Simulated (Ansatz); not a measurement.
Consider the redistribution: `C[Si](O)(F)[SiH3]` + `C[AsH]C` → `C[SiH](O)F` + `C[As](C)[SiH3]`.

Calculated with Ansatz (gas phase, PBE0-D4/def2-TZVP geometries, no zero-point term in ΔE). CBS: MP2 limit from def2 TZ/QZ plus the TZ coupled-cluster correction, frozen cores. Functionals use def2-TZVPP. HSE06 is defined as in plane-wave codes. For As outer-core shells are correlated without core-valence functions, which leaves a few kJ/mol of doubt a bond. Scalar relativity is left out up to krypton. One conformer a species, not always the lowest.

Problem. Is it downhill or uphill in electronic energy at CCSD(T)/CBS, and by how much? (Best estimate.)

Solution. Ansatz gave: Downhill: ΔE = -39.2 kJ/mol.

Problem. What do these levels give: HSE06-D4, PBE0, LC-ωPBE, HF/def2-TZVPP, HF/CBS(def2), MP2/CBS(def2)? (An estimate is asked.)

Solution. Computed: HSE06-D4 -33.4, PBE0 -31.7, LC-ωPBE -30.2, HF/def2-TZVPP -35.8, HF/CBS(def2) -35.7, MP2/CBS(def2) -48.1 kJ/mol.

Problem. What do rigid-rotor, harmonic-oscillator terms from PBE0-D4/def2-TZVP frequencies (298.15 K, 1 bar) make of the CCSD(T)/CBS value? (Estimate.)

Solution. Computed: ΔZPE = +2.0 kJ/mol, ΔH = -37.6 kJ/mol, ΔS = -4 J/(mol·K), ΔG = -36.4 kJ/mol.

Largest T1 diagnostic among the species: 0.012.

At CCSD(T), def2-SVP lies +4.6 kJ/mol from the extrapolated value and def2-TZVPP +1.7 kJ/mol. From BLYP to BHLYP (50 % exact exchange), in def2-TZVPP and without D4, ΔE moves by −5.1 kJ/mol.
